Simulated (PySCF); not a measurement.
**Working with the constants of SiSe⁺**

ωB97M-V constants of SiSe⁺, ²Π (doublet), unpaired electrons π ↑ (Si def2-TZVPPD, Se def2-TZVPPD; no relativity (PySCF 2.14); masses 27.9769 and 79.9165 u):

| Item | Value |
| --- | --- |
| ωe | 486.4 cm⁻¹ |
| ωexe | 1.3 cm⁻¹ |
| Be | 0.16915 cm⁻¹ |
| αe | 0.000685 cm⁻¹ |
| D (centrifugal) | 8.18e-08 cm⁻¹ |
| De to Si⁺ + Se | 3.81 eV |

Problem. Give the vibrational terms G(v) and spacings up to v = 6.

Solution. G(v) = ωe(v+½) − ωexe(v+½)².

```
v  G(v) (cm⁻¹)  G(v) − G(v−1)  Bv (cm⁻¹)
0        242.9                    0.1688
1        726.7          483.8     0.1681
2       1207.9          481.2     0.1674
3       1686.5          478.6     0.1668
4       2162.5          476.0     0.1661
5       2635.9          473.4     0.1654
6       3106.7          470.8     0.1647
```

Problem. How well does the Morse estimate ωe²/(4ωexe) reproduce De, and what is D0?

Solution. It gives 5.64 eV, 148 % of the computed De. D0 = De − G(0) = 3.81 − 0.03 = 3.78 eV.

Spin–orbit coupling is left out. For an ion De counts to the pair picked by the measured ionisation energies or electron affinities, which need not be the lowest pair at this level. The state was picked by a PBE0 search and need not be the measured ground state.
